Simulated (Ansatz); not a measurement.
BAsH₆⁺, that is B(AsH3)H3 with one electron fewer, relaxed as a doublet with UKS B3LYP-D4/def2-TZVP in Ansatz, starting from the B3LYP-D4/def2-TZVP geometry of the neutral singlet. Force threshold 0.02 eV/Å.

Start:

```xyz
8

B     0.712   -0.479    0.878
As   -0.502    0.338   -0.620
H    -0.610    1.840   -0.737
H    -1.975    0.009   -0.629
H    -0.196    0.024   -2.064
H     0.211   -0.037    1.876
H     1.792   -0.036    0.596
H     0.568   -1.659    0.701
```

(1) Estimate the energy that the relaxation releases and the steps that it takes.

(2) Does the start keep its bonding?

(3) Predict the relaxed structure.

## Answers

(1) 134.0 kJ/mol, in 23 steps; 27 s on 4 threads of Arm Neoverse V2 on a shared host. The force fell under the threshold at step 10, but the optimiser went on and released 0.206 eV more. No frequencies were taken in this run, so the end may be a saddle point.

(2) By distances, no bond broke or formed. The bond that changes most is B1–H6, from 1.20 to 1.28 Å (atoms count from 1). A close non-bonded pair moves further: H6–H7, from 2.04 to 1.06 Å.

(3) 
```
atom   x (Å)   y (Å)   z (Å)
  B1   0.565  -0.591   0.634
 As2  -0.608   0.360  -0.714
  H3  -0.594   1.854  -0.640
  H4  -2.046  -0.036  -0.593
  H5  -0.234   0.022  -2.123
  H6   0.709   0.039   1.734
  H7   1.536   0.113   1.068
  H8   0.672  -1.760   0.633
```
Bond lengths: 1 × As–B 2.02 Å; 3 × B–H 1.17 to 1.28 Å; 3 × As–H 1.50 Å.
